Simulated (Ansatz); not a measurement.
Species: [Ti(Cl)2(CH3)2] (charge 0, multiplicity 1), formula C$_{2}$H$_{6}$Cl$_{2}$Ti.

How many basis functions does frozen-core CCSD(T)/def2-TZVPP // PBE-D3(BJ)/def2-SVP (Ansatz, a quantum-chemistry and plane-wave program) use, how many core orbitals are frozen, and how many electrons are correlated?

294 basis functions and 17 frozen orbitals, which leaves 40 correlated electrons. Core time is of the order of minutes.
